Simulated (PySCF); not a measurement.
## Radial density of Zr (zirconium, neutral)

TPSS, [Kr] 4d2 5s1 5p1, one real determinant (an excited configuration). All numbers are calculated (PySCF 2.14, scalar relativity by spin-free X2C-1e, in x2c-QZVPPall (13s8p7d3f2g, 111 functions)).

```csv
r (bohr),4πr²ρ (e/bohr),4πr²(ρα − ρβ)
0.0373,46.23,0.0012
0.0627,43.86,0.0053
0.105,60.85,0.0346
0.177,45.34,0.1074
0.298,41.76,0.2129
0.502,34.11,0.0257
0.844,9.976,0.3177
1.42,7.345,0.9518
2.39,1.730,1.0221
4.02,0.6696,0.6628
6.76,0.1220,0.1220
11.4,0.003178,0.0032
```

Densities and radii are taken from the X2C orbitals without a picture-change correction, which distorts them close to the nucleus.

⟨L²⟩ = 13.94 against 20 for a pure G term, so this real determinant mixes terms.
